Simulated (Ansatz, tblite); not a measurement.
Cost and result up the ladder for BCl2(OH) (BCl₂OH) (5 atoms). Charge 0, multiplicity 1. Geometry: PBE0-D4/def2-TZVP.

Cartesian coordinates in Å:
```
B 0.004 0.308 0.050
Cl -0.723 1.789 0.620
Cl 1.615 0.341 -0.663
O -0.684 -0.836 0.166
H -0.211 -1.602 -0.172
```

Ansatz on 4 threads of Intel Xeon Platinum 8488C on a shared host; xTB runs through tblite on one thread. Times are rough, summed over both states, and most runs start from the orbitals of an earlier one. PBE0-D4/def2-TZVP serves as the yardstick here, not as an exact answer. The other state is a doublet.

The xTB rows come from tblite. Correlated methods freeze 12 core orbitals. In CCSD on the charge 1 doublet the largest single amplitude is 0.34, so its Hartree–Fock determinant may place the open shell otherwise than the density functionals do.

Run but left out: HF/def2-TZVPP, MP2/def2-TZVPP (charge +1 doublet: a determinant that CCSD turns far, T1 0.052).

Correlated methods converge slowly with the basis.

Raw xTB energies of ions are shifted by several eV.

| level | functions | wall time | vertical IE (eV) | difference from PBE0-D4/def2-TZVP (eV) | remarks |
| --- | --- | --- | --- | --- | --- |
| GFN1-xTB | 28 | 0.007 s | 15.63 | 4.16 | – |
| GFN2-xTB | 27 | 0.007 s | 15.28 | 3.81 | – |
| PBE-D4/def2-TZVP | 142 | 1.6 s | 11.03 | -0.44 | – |
| PBE0-D4/def2-TZVP | 142 | 2.4 s | 11.47 | 0.00 | – |
| r2SCAN-D4/def2-TZVP | 142 | 3 s | 11.27 | -0.20 | – |
| CCSD(T)/def2-TZVPP | 160 | 42 s | 11.77 | 0.30 | large T1 (0.052) (+1 doublet) |
